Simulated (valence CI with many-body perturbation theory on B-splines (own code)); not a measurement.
The numbers below are computed, except where a source is named.
# From CI to CI+MBPT in Se²⁰⁺

Method: relativistic CI+MBPT: four valence electrons over a frozen Dirac-Fock core [Ne], a basis of 11 s, 11 p, 9 d, 7 f, 5 g, 2 h, 1 i functions for each j, with the one-electron correlation potential Σ1 (screened to all orders), the two-electron term Σ2, the three-electron term Σ3, Breit, model QED; selected single and double excitations, second order for the rest (own B-spline code, finite nucleus).

No measured levels were compared; by estimate levels of excited configurations hold to 0.05 to 0.15 % of their energy, terms of the ground configuration to about 0.5 %.

Each rung adds one term. CI alone is the Dirac-Coulomb CI over the frozen core; QED comes last and gives the full result, which names the levels. Energies are above 3s²3p² ³P_0 on the same rung, in cm⁻¹.

Names give the largest LS component (configuration and term), which can be under half, so a name can repeat, a term be missing and a line seem to break the LS rules; names also repeat where a configuration has a term twice. Letters in brackets count levels of one name in rising energy.

| Level | CI alone | Σ1 | Σ2 | Σ3 | Breit | QED | Full |
| --- | --- | --- | --- | --- | --- | --- | --- |
| 3s²3p² ³P_1 | 49706 | +182 | +152 | +48 | -1277 | +149 | 48960 |
| 3s²3p² ³P_2 | 73007 | +211 | +55 | +1 | -1679 | +165 | 71760 |
| 3s²3p² ¹D_2 | 144625 | +386 | +61 | -34 | -2761 | +286 | 142563 |
| 3s²3p² ¹S_0 | 209503 | +391 | -323 | -257 | -2489 | +248 | 207074 |
| 3s3p³ ⁵S°_2 | 406739 | -844 | +1513 | +410 | -776 | -1612 | 405429 |
| 3s3p³ ³D°_1 | 508718 | -827 | +318 | +288 | -646 | -1471 | 506380 |
| 3s3p³ ³D°_2 | 513220 | -778 | +500 | +306 | -1023 | -1447 | 510778 |
| 3s3p³ ³D°_3 | 533206 | -703 | +594 | +327 | -1928 | -1394 | 530102 |
| 3s3p³ ³P°_0 | 590696 | -695 | -60 | +131 | -1291 | -1425 | 587356 |
| 3s3p³ ³P°_1 | 597322 | -667 | -125 | +154 | -1688 | -1384 | 593611 |
| 3s3p³ ³P°_2 | 598387 | -682 | -131 | +230 | -1976 | -1191 | 594639 |
| 3s²3p3d ¹D°_2 | 652548 | -586 | -296 | +226 | -2983 | -841 | 648068 |
| 3s3p³ ³S°_1 | 706327 | -752 | -5075 | -78 | -915 | -1626 | 697881 |
| 3s²3p3d ³F°_2 | 708219 | -767 | -1107 | -233 | -2787 | -103 | 703222 |
| 3s²3p3d ³F°_3 | 732577 | -656 | -1020 | -288 | -3676 | +71 | 727007 |
| 3s3p³ ¹P°_1 | 780026 | -551 | -4017 | -152 | -2461 | -1221 | 771623 |
| 3s²3p3d ³F°_4 | 778515 | -457 | -764 | -249 | -5002 | +199 | 772242 |
| 3s²3p3d ³P°_2 [a] | 794378 | -707 | -4357 | -653 | -2721 | -305 | 785635 |
| 3s²3p3d ³D°_1 | 806650 | -798 | -4663 | -695 | -2432 | -246 | 797815 |
| 3s²3p3d ³D°_2 | 845309 | -659 | -4896 | -596 | -3397 | -327 | 835434 |
| 3s²3p3d ³P°_0 | 849878 | -634 | -3522 | -634 | -3470 | -14 | 841605 |
| 3s²3p3d ³D°_3 | 857373 | -598 | -4574 | -704 | -4228 | -19 | 847250 |
| 3s²3p3d ³P°_1 | 858648 | -613 | -3979 | -657 | -3783 | -68 | 849548 |
| 3s²3p3d ³P°_2 [b] | 868665 | -528 | -4334 | -666 | -4226 | -130 | 858781 |
| 3s²3p3d ¹F°_3 | 927786 | -555 | -4400 | -1142 | -4425 | +140 | 917405 |
| 3s²3p3d ¹P°_1 | 953992 | -511 | -4301 | -1314 | -3987 | -61 | 943819 |
| 3p⁴ ³P_2 | 1017280 | -1785 | -769 | +566 | -773 | -2779 | 1011740 |
| 3s3p²3d ⁵F_1 | 1047400 | -1877 | +301 | +122 | -1457 | -1783 | 1042700 |
| 3s3p²3d ⁵F_2 | 1057650 | -1817 | +270 | +117 | -1863 | -1762 | 1052600 |
| 3p⁴ ³P_0 | 1068630 | -1676 | -812 | +468 | -1327 | -2653 | 1062630 |
| 3p⁴ ³P_1 | 1072000 | -1627 | -269 | +505 | -2072 | -2451 | 1066080 |

The middle columns are the shifts that each term adds.

**Question.** How does the ionisation energy move along the ladder, and which term matters most?

**Answer.** CI alone 844.76, + Σ1 845.55, + Σ2 845.44, + Σ3 845.29, + Breit 844.81, + QED 844.84 eV. The largest step is Σ1, 0.79 eV. NIST lists 845.8 ± 2 eV (semi-empirical).
